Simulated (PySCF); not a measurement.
[Nd(NH3)4]3+ at several levels of theory

Computed with PySCF 2.14.0 (density fitting, no spin-orbit coupling) at the geometry relaxed with r2SCAN:

```xyz
17
[Nd(NH3)4]3+ (singlet in the valence; each metal's 4f electrons, 3 of them, lie in its core potential, out of spins and levels)
Nd    0.0000    0.0000    0.0039
N     1.4554    1.4554    1.4537
H     1.3352    1.3352    2.4747
H     2.4757    1.3324    1.3291
H     1.3324    2.4757    1.3291
N    -1.4554   -1.4554    1.4537
H    -1.3352   -1.3352    2.4747
H    -2.4757   -1.3324    1.3291
H    -1.3324   -2.4757    1.3291
N     1.4541   -1.4541   -1.4529
H     2.0940   -2.0940   -0.9503
H     0.9496   -2.0926   -2.0927
H     2.0926   -0.9496   -2.0927
N    -1.4541    1.4541   -1.4529
H    -2.0940    2.0940   -0.9503
H    -0.9496    2.0926   -2.0927
H    -2.0926    0.9496   -2.0927
```

```
    level                                              basis    state  HOMO (eV)  gap (eV)  charge on Nd1 (e)  population of f-type functions on Nd1 (polarisation alone where 4f lies in the core)  dipole about the centre of mass (D)  largest force component (eV/Å)
   r2SCAN  Nd lcecp-1-SVP with ECP49, N def2-SVP, H def2-SVP  singlet     -21.97      6.62               1.63                                                                                  0.04                                 0.01                            0.02
    TPSSh                                           the same  singlet     -22.36      7.29               1.63                                                                                  0.04                                 0.01                            0.07
CAM-B3LYP                                           the same  singlet     -24.60     10.99               1.62                                                                                  0.04                                 0.00                            0.03
   revPBE                                           the same  singlet     -21.59      6.07               1.51                                                                                  0.04                                 0.01                            0.30
    M06-L                                           the same  singlet     -21.99      6.93               1.78                                                                                  0.04                                 0.01                            0.11
```

In the lcecp rows the 4f levels are missing from HOMO and gap, and the state counts the valence alone.

Charges are Mulliken's, which hang on the basis. The relaxation used the grid (50, 194), these runs (75, 302) or, all-electron (x2c bases, spin-free X2C Hamiltonian), (99, 590).

**Question.** What does r2SCAN with Nd lcecp-1-TZVP with ECP49, N def2-TZVP, H def2-TZVP give here?

**Answer.** state singlet, HOMO (eV) -21.88, gap (eV) 6.67, charge on Nd1 (e) 2.01, population of f-type functions on Nd1 (polarisation alone where 4f lies in the core) 0.05, dipole about the centre of mass (D) 0.01, largest force component (eV/Å) 0.28. Time: 55 s on 4 threads of Arm Neoverse V1, on a shared host, from free ions and atoms.

In the first row's basis the gap widens with exact exchange: 6.1 to 6.9 eV for revPBE, r2SCAN, M06-L (none); 7.3 eV for TPSSh (a fixed share); 11.0 eV for CAM-B3LYP (rising or full at long range).

No frequency check is given that shows the relaxed geometry to be a minimum. An lcecp potential fixes the number of 4f electrons, so in runs with it no electron can move into or out of that shell.
